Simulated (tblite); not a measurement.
Compound: C₅H₄F₃O (doublet state).
Cartesian coordinates in Å at the GFN2-xTB level; atoms count from 1:
```xyz
13
C5H4F3O angstrom
F      3.4020    0.6410   -0.2202
C      2.3020   -0.0870   -0.2827
F      2.5941   -1.3764   -0.3739
C      1.0553    0.3701   -0.2277
F      0.8526    1.6950   -0.1216
C     -0.1728   -0.4788   -0.3292
C     -1.4019   -0.0087    0.4738
C     -2.0327    0.0800   -0.8760
O     -0.8745   -0.2563   -1.5622
H      0.1000   -1.5324   -0.2182
H     -1.2616    0.9383    1.0006
H     -1.8225   -0.7413    1.1626
H     -2.7446    0.7571   -1.3042
```

Calculated harmonic vibrations of the isolated species, GFN2-xTB (tblite), most abundant isotopes, no scaling. This tight-binding method is rough: wavenumbers can miss measured ones by several per cent, in bad cases by 10 to 20. One conformer, not necessarily the lowest. Open shells enter through the occupations alone, without spin polarisation, and single modes of such species can be off by tens of per cent.

Harmonic wavenumbers (cm⁻¹): 35.4, 103.5, 127.1, 173.1, 244.6, 276.4, 343.0, 448.0, 465.5, 513.2, 522.5, 577.1, 728.2, 841.8, 934.0, 980.2, 988.3, 1042.7, 1047.7, 1082.6, 1154.2, 1180.5, 1213.6, 1220.4, 1240.0, 1248.5, 1292.6, 1436.7, 1764.6, 2934.5, 2948.1, 2981.3, 3138.2.

A = 3457, B = 1029, C = 893.8 MHz; mass 137.021 u (most abundant isotopes); point group C1, symmetry number 1; spin multiplicity 2.

**Question.** What is the zero-point energy?

**Answer.** Half the sum of the wavenumbers: 17614 cm⁻¹ = 50.36 kcal/mol.

**Question.** Give the ideal-gas entropy at 298.15 K and 1 bar in the rigid-rotor, harmonic-oscillator model (classical rotation).

**Answer.** Translation 40.68, rotation 29.00, vibration 23.36, spin (R ln 2) 1.38: S = 94.4 cal/(mol K).

**Question.** And Cp and H(298.15 K) − H(0)?

**Answer.** Cp = 31.99 cal/(mol K), of which vibrations give 24.04 (their classical limit is 33 R = 65.6); H(298.15 K) − H(0) = 6.01 kcal/mol without the zero-point energy, 3.64 from vibrations.

**Question.** Blend soft modes into free rotors: weight 1/[1 + (100 cm⁻¹/ν̃)⁴] for the oscillator and the rest for a rotor with moment μB/(μ + B), μ = h/(8π²ν), B = 10⁻⁴⁴ kg m². What vibrational entropy results?

**Answer.** 21.41 cal/(mol K) in place of 23.36, which changes −T·S at 298.15 K by +0.58 kcal/mol.

**Question.** Which modes carry the vibrational entropy at 298.15 K?

**Answer.** 35.4 cm⁻¹: 5.50; 103.5 cm⁻¹: 3.39; 127.1 cm⁻¹: 2.99; 173.1 cm⁻¹: 2.40; 244.6 cm⁻¹: 1.77; 276.4 cm⁻¹: 1.56 cal/(mol K); the other 27 give 5.75 together.

Hindered rotation and anharmonicity are outside this model. Other conformers, if any are populated, would add a mixing term that is left out. The structure is chiral; the term R ln 2 for an equal mix with its mirror image is left out.
